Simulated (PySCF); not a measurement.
A structure optimised at ωB97X-D3(BJ)/def2-SVP, used in a PySCF frequency run:

```
Si
F 1 1.6170
F 1 1.6207 2 103.71
N 1 1.6958 2 109.34 3 121.79
H 4 1.0130 1 121.67 2 148.02
H 4 1.0137 5 112.73 1 -164.13
H 1 1.4735 2 111.22 3 -115.97
```

**Question.** Write its SMILES and formula.

**Answer.** N[SiH](F)F, F2H3NSi

**Question.** What are its rotational constants (standard atomic weights)?

**Answer.** 7.0093, 6.1952, 3.8148 GHz
